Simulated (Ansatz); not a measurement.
# Ligand exchange: Cd(CH3)Br + SiH3F → Cd(CH3)F + SiH3Br

Species: Cd(CH3)Br, singlet; SiH3F `F[SiH3]`, singlet; Cd(CH3)F, singlet; SiH3Br `[SiH3]Br`, singlet. The partners trade Br for F: Cd–Br and Si–F bonds give way to Cd–F and Si–Br.

Shapes, held fixed at every level: PBE0-D4/def2-TZVP. Programs: Ansatz 0.2.0. The zero-point and thermal change to 298 K, harmonic and unscaled (PBE0-D4/def2-TZVP), is -2.0 kJ/mol.

```tsv
level	kind	ΔH(298 K) (kJ/mol)	less CCSD(T)/def2-TZVPP
HF/def2-TZVPP	Hartree–Fock	+166.7	+26.7
PBE-D4/def2-TZVPP	GGA	+117.0	-23.0
B3LYP-D4/def2-TZVPP	global hybrid	+133.5	-6.5
BHLYP-D4/def2-TZVPP	global hybrid	+148.7	+8.7
PBE0-D4/def2-TZVPP	global hybrid	+131.0	-9.0
B2PLYP/def2-TZVPP	double hybrid	+138.1	-1.9
CCSD(T)/def2-TZVPP	coupled cluster or CI	+140.0	0.0
```

The highest level, CCSD(T)/def2-TZVPP, gives ΔH(298 K) = +140.0 kJ/mol; the levels span +117.0 to +166.7. The column of differences is taken from that level and isn't an error. No measured value is set beside it here. For atoms past krypton def2 sets carry core potentials with scalar relativity. Relativity is left out for Br unless named. Correlated rows may include outer-core shells of Br, Cd, which these sets cover unevenly.
